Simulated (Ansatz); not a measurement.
Ideal-gas functions of `O[CH](F)[SnH3]` at 400 K and 1 bar, from an Ansatz frequency run at PBE0-D4/def2-TZVP.

Molar mass 170.76 g/mol, point group C1 (symmetry number 1), electronic degeneracy 1, moments of inertia 59.872, 251.186, 292.146 u Å². Harmonic wavenumbers (cm⁻¹, unscaled): 78, 181, 212, 360, 425, 444, 568, 617, 673, 718, 722, 996, 1129, 1219, 1326, 1424, 1927, 1950, 1961, 3093, 3832.

Use S(trans) = R[1.5 ln M + 2.5 ln T − 1.1517]; rotational temperatures θ = 24.2544 K / I; S(rot) = R[ln(√π/σ · √(T³/θAθBθC)) + 1.5]; for each mode x = 1.438777 ν̃/T, S = R[x/(eˣ − 1) − ln(1 − e⁻ˣ)] and H = RT x/(eˣ − 1); 1 cm⁻¹ = 0.0119627 kJ/mol; R = 8.31446 J/(mol·K).

Q: By hand: the entropy, in J/(mol·K).

A: Translation 179.1. Rotation: θ = 0.4051, 0.0966, 0.083 K, giving 115.8. Vibration, mode by mode: 18.91, 12.03, 10.77, 6.72, 5.55, 5.25, 3.68, 3.21, 2.74, 2.41, 2.38, 1.09, 0.74, 0.56, 0.41, 0.31, 0.06, 0.06, 0.06, 0.00, 0.00, in all 76.9. Electronic 0.0. Sum 371.8 J/(mol·K).

Q: By hand: H − E and G − E in kJ/mol, counted from the electronic energy.

A: Zero-point energy ½ × 23855 × 0.0119627 = 142.7; thermal vibration 17.0; translation, rotation and pV give 4 RT = 13.3. H − E = 173.0 kJ/mol, and G − E = 173.0 − 400 × 371.8/1000 = 24.3 kJ/mol.

Vibration gives 21 % of the entropy, 18.9 J/(mol·K) of it from the mode under 150 cm⁻¹: soft modes count most, and the harmonic formula is weakest for them. The sum counts one conformer and one mirror image; others add a mixing term.
